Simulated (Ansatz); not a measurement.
One geometry of the cluster BeI₂, several levels of theory.

```yaml
crystal:
  periodic: [false, false, false]
  atoms:
    - {symbol: Be, position_ang: [-0.000025, -0.000169, 0.000179]}
    - {symbol: I, position_ang: [1.769435, 0.741512, 1.004560]}
    - {symbol: I, position_ang: [-1.769410, -0.741353, -1.004729]}
basis:
  gaussian: {orbitals: def2-TZVP, initial_orbitals: start.molden}
magnetization: {spin_polarized: true, initial_magnetization: 0}
hamiltonian: {xc: pbe0, dispersion: d4}
output: {orbitals: {seedname: orbitals}}
```

The file start.molden holds the orbitals of an earlier run on this structure, at another level or in another basis.

```sh
$ ansatz run in.yaml --threads 4 --pin off --events-out ev --progress --plain --max-ram 3916MiB
```

Shortened log:

```
Functional definition: PBE0
977 factors; their error is unknown
mean field evaluation 1: about -16605.5209 eV, gradient 1.7e1 eV
mean field evaluation 2: about -16606.0586 eV, gradient 5.1e-1 eV
mean field evaluation 4: about -16606.6125 eV, gradient 7.1e-1 eV
mean field evaluation 8: about -16606.6131 eV, gradient 5.7e-6 eV
mean field evaluation 16: about -16606.6130 eV, gradient 6.8e-2 eV
mean field -16606.61307242 eV, -610.2817740449 hartree, gradient 5.7e-6 eV, S^2 0.000000; 1 other end points of the search recorded, 0 dependent functions left out
reference -16606.61309551 eV, -610.2817748933 hartree; 27, 27 occupied and 92, 92 virtual orbitals, 977 factors
Total energy: -16606.68230679 eV, -610.2843183610 hartree
```

It took 1.7 s on 4 threads of Arm Neoverse V2 on a shared host.

The first input with `hamiltonian: {xc: pbe, dispersion: d4}`, `scf: {omitted_lower_state_checks: [starts]}` (abridged; 1.1 s):

```
Functional definition: PBE
mean field -16604.97544381 eV, -610.2215923035 hartree, gradient 5.8e-6 eV, S^2 0.000000
Total energy: -16605.05354990 eV, -610.2244626495 hartree
Checks for a lower state left out: starts
```

The first input with `hamiltonian: {xc: r2scan, dispersion: d4}`, `scf: {omitted_lower_state_checks: [starts]}` (abridged; 2.3 s):

```
Functional definition: r2SCAN
mean field -16612.65904972 eV, -610.5039596125 hartree, gradient 2.3e-5 eV, S^2 0.000000
Total energy: -16612.67574944 eV, -610.5045733158 hartree
Checks for a lower state left out: starts
```

Geometry: B3LYP-D4/def2-TZVP, that of the neutral singlet.

In the def2 sets I takes a core potential; there is no spin–orbit coupling. The structure comes from a short search, and lower isomers may exist.
